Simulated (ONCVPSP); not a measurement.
## Cr (Z = 24): variants of one ONCV potential

Base potential:

- Element: chromium (Cr)
- Generator: ONCVPSP 4.0.1
- Type: optimised norm-conserving Vanderbilt (ONCV)
- Functional: PBE
- Relativity: scalar-relativistic
- Frozen core: [Ne]
- Valence charge: 14
- Reference configuration: 3s2 3p6 3d5 4s1
- Partial waves: 3s+4s: rc 1.80 bohr, ncon 4, nbas 9, qcut 7.4 1/bohr, 3 projectors, debl 1.3 Ha; 3p: rc 0.95 bohr, ncon 4, nbas 8, qcut 8.5 1/bohr, 2 projectors, debl 4 Ha; 3d: rc 2.05 bohr, ncon 4, nbas 8, qcut 6.6 1/bohr, 2 projectors, debl 3 Ha
- Local potential: polynomial inside 0.75 bohr (lpopt 3, dvloc0 3 Ha)
- Core correction: Teter function, fcfact 5, rcfact 1.45

All-electron outer shells of the reference configuration (PBE, scalar-relativistic, ld1.x):

```tsv
shell	level (eV)	outermost node (bohr)	outermost maximum (bohr)
2p	-560.70	–	0.20
3s	-73.99	0.36	0.78
3p	-45.44	0.33	0.80
4s	-4.01	1.12	2.74
3d	-2.91	–	0.84
```

Cutoffs, loose and tight: the cutoffs (Ha) at which the residual kinetic energy of the hardest occupied pseudo-wave falls to 1 and 0.1 mHa per electron. They do not see the model core or the augmentation charge, which bear on the density cutoff. Test errors are all-electron minus pseudo excitation energies from the reference, over the configurations 3s2 3p6 3d5 4s0; 3s2 3p6 3d4 4s0; 3s2 3p6 3d3 4s0; 3s2 3p6 3d4 4s1. A dash means not determined; rows that change the core or the reference have their own tests. The largest error is taken over the tests solved by every variant that gives reliable tests at all: 3s2 3p6 3d4 4s0; 3s2 3p6 3d4 4s1; 3s2 3p6 3d5 4s0.

```csv
change,outcome,"cutoff, loose","cutoff, tight",bound ghosts,GHOST(+) flags above zero,largest test error (meV)
base,generated,27 Ha,189 Ha,none,none,+50
s: qcut 4.5,generated,27 Ha,189 Ha,none,none,+50
s: qcut 5.1,generated,27 Ha,189 Ha,none,none,+50
s: qcut 5.8,generated,27 Ha,189 Ha,none,none,+50
s: qcut 6.5,generated,27 Ha,189 Ha,none,none,+50
s: qcut 7.2,generated,27 Ha,189 Ha,none,none,+50
s: qcut 7.9,generated,27 Ha,189 Ha,none,none,+50
s: qcut 8.8,generated,27 Ha,189 Ha,none,none,+51
s: qcut 9.4,generated,27 Ha,189 Ha,none,none,+51
s: qcut 10.5,generated,27 Ha,189 Ha,none,none,+51
s: qcut 10.9,generated,30 Ha,189 Ha,none,none,+51
```

Reading the sweep of the qcut of the s channel (base included, trends over the rows without a ghost): The loose cutoff stays near 27 Ha.
